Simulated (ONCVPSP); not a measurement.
# Configuration tests for carbon (C) (ONCV)

ONCVPSP 4.0.1 input, shortened (lines: element, Z, core and valence counts, functional; n l f; lmax; l rc ep ncon nbas qcut; lloc lpopt rc5 dvloc0; l nproj debl; icmod fcfact rcfact), PBE, scalar-relativistic:

```
  C 6.00    1    2        4      upf
    1    0    2.00
    2    0    2.00
    2    1    0.50
    2
    0    1.00    0.00    4    8    8.10
    1    2.50    0.00    4    7    6.40
    2    2.25    0.10    4    9    5.00
    4    5    0.85    1.00
    0    2    3.40
    1    1    1.60
    2    2    3.30
    2    0.50    1.05
```

Energies are relative to the spin-unpolarised reference configuration 2s2 2p0.5; without spin polarisation the order of configurations can differ from experiment.

| valence configuration | charge | ΔE all-electron (eV) | error AE − PS (meV) |
| --- | --- | --- | --- |
| 2s2 2p2 | 0 | -21.093 | +205 |
| 2s1 2p3 | 0 | -12.615 | +354 |

(1) What are ΔE and the potential's error for 2s2 2p1?

(2) What are ΔE and the potential's error for 2s2 2p0?

Note: no bound ghost flagged; GHOST(+) flagged for d at 60.2 eV.

Answers

(1) ΔE = -10.232 eV all-electron; the error (AE − PS) is +46 meV.

(2) ΔE = 13.924 eV all-electron; the error (AE − PS) is +79 meV.
